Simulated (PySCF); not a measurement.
A run for PySCF: R-HF/STO-3G on BeH-, 2S+1 = 1, a spin state set in the input, which need not be the lowest, a point of a bond scan (R = 1.483 Å). Charge -1.

```python
from pyscf import gto, scf, dft, mp
from pyscf.data.elements import chemcore

mol = gto.M(
    atom='''
    H     0.00000000    0.00000000    0.00000000
    Be    0.00000000    0.00000000    1.48268500
    ''',
    basis='sto-3g',
    charge=-1, spin=0, verbose=3, max_memory=1800)
mf = scf.RHF(mol)
mf.conv_tol = 1e-8
mf.max_cycle = 100
mf.kernel()
if not mf.converged:
    mf = mf.newton().run(mf.mo_coeff, mf.mo_occ)
```

It printed:

```
converged SCF energy = -14.7425202111624
```

Self-consistency was reached.

Cost: roughly 0.08 core-seconds.
